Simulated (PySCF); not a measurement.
# How the method changes the constants of PbI

State: ²Π (doublet), unpaired electrons π ↑. Set-up: PySCF, scalar-relativistic core potentials, basis sets Pb def2-TZVPP with ECP60, I def2-TZVPP with ECP28. De refers to Pb + I in their high-spin ground configurations, without counterpoise correction. The functionals are run spin-unrestricted. A positive dipole means Pb(−)I(+).

```tsv
Level	Re (Å)	ωe (cm⁻¹)	De (eV)	μ (D)	CPU s a point (SCF and correlation, without the integrals)
UHF	2.850	157	1.78	-4.20	1.6
UHF-MP2	2.782	171	2.99	n/a	2.9
UHF-SCS-MP2	2.804	167	2.85	n/a	n/a
UHF-CCSD	2.807	166	2.68	n/a	n/a
UHF-CCSD(T)	2.807	166	2.83	n/a	160
PBE	2.819	161	3.16	-2.89	1.3
PW91	2.817	161	3.19	-2.88	1.5
BLYP	2.860	152	3.01	-3.02	0.87
TPSS	2.819	161	3.14	-3.06	1.6
r²SCAN	2.804	165	3.05	-3.06	1.6
PBE0	2.798	166	3.01	-3.18	3.1
MN15	2.788	166	2.90	-3.20	2.6
ωB97X	2.797	167	3.09	-3.43	3.6
```

Question: Which functional lies closest to UHF-CCSD(T) in De, which farthest, and by how much do they differ from it?

Answer: Closest is MN15 (-1.9 pm in Re, +0.0 % in ωe, +0.07 eV in De against UHF-CCSD(T) in the same basis), farthest PW91 (+1.0 pm in Re, -3.0 % in ωe, +0.36 eV in De). CCSD(T) converges more slowly with the basis than the functionals do and binds too weakly in this one, so the order can change at the basis-set limit.

Question: What does a quarter of exact exchange do here, going from PBE to PBE0?

Answer: PBE0 less PBE: -2.1 pm in Re, +3.1 % in ωe, -0.15 eV in De. Exact exchange removes part of the self-interaction that spreads semilocal densities, and in most molecules shortens and stiffens the bond and lowers De; so it does here.

Question: What does second-order correlation do here, going from UHF to UHF-MP2?

Answer: UHF-MP2 less UHF: -6.8 pm in Re, +8.9 % in ωe, +1.21 eV in De. Correlation nearly always deepens the well. The bond shortens, as in weak, metallic or heavy-atom bonds, where dispersion and the correlation of outer-core electrons pull the atoms together.

Correlated steps freeze 8 core orbitals. These are scalar-relativistic numbers at best; spin–orbit coupling would shift them, the dissociation energy most. The state is the lowest determinant that a PBE0 search found; another state may lie lower at other levels.

The whole job (state search and all levels along the bond) took about 14 min on 2 threads of Intel Xeon Platinum 8488C (shared host), peak memory 3.2 GiB.
